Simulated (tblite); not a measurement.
C5H6F3Si (doublet state).
Bonds: C1–C2, C2–C3 (triple), C3–Si4, Si4–C5, C5–F6, Si4–C7, C7–F8, C7–F9. Hydrogens: H10, H11, H12 on C1; H13, H14 on C5; H15 on C7.

Structure optimised with GFN2-xTB, isolated species. This method treats the open shell by occupation alone, without spin polarisation.

**Question.** Give the optimised bond lengths and angles.

**Answer.** 
```tsv
bond	length (Å)	order
C1–C2	1.440	single
C2≡C3	1.211	triple
C3–Si4	1.828	single
Si4–C5	1.923	single
C5–F6	1.378	single
Si4–C7	1.947	single
C7–F8, C7–F9	1.365	single
C1–H10, C1–H11, C1–H12	1.090	single
C5–H13, C5–H14	1.095	single
C7–H15	1.098	single
```

Bonds in one row agree within 0.01 Å and their mean is given. Orders are formal, as drawn. A selection of angles:
```tsv
angle	degrees
C2–C1–H10	109.9
H10–C1–H11	109.0
C1–C2–C3	177.3
C2–C3–Si4	172.7
C3–Si4–C5	115.1
C3–Si4–C7	107.1
C5–Si4–C7	105.9
Si4–C5–F6	110.7
Si4–C5–H13	112.8
Si4–C5–H14	111.1
F6–C5–H13	106.7
F6–C5–H14	106.4
H13–C5–H14	108.8
Si4–C7–F8	111.1
Si4–C7–F9	110.0
Si4–C7–H15	115.3
F8–C7–F9	105.6
F8–C7–H15	107.4
```

Dihedral angles: C3–Si4–C5–F6 -66° (synclinal); C3–Si4–C7–F8 170° (antiperiplanar). The mirror-image conformer, all signs reversed, is as good.

Si4 (silicon bonded to 3 C) is pyramidal (angles 115.1°, 107.1° and 105.9°, sum 328.1°, 0.63 Å off the plane of its three neighbours). The C–Si distances run from 1.828 Å (C3–Si4, drawn single) to 1.947 Å (Si4–C7, drawn single), a spread of 0.119 Å. The C–C distances run from 1.211 Å (C2≡C3, drawn triple) to 1.440 Å (C1–C2, drawn single), a spread of 0.229 Å.

Point group: C1 (no symmetry element, even within 0.4 Å). GFN2-xTB frequencies show an imaginary mode (27i cm⁻¹), so the point is no minimum at that level. 3 starts were optimised and ended at 0.00, 0.01 and 0.74 kcal/mol (GFN2-xTB); the lowest of these is shown.

All values are computed, not measured.
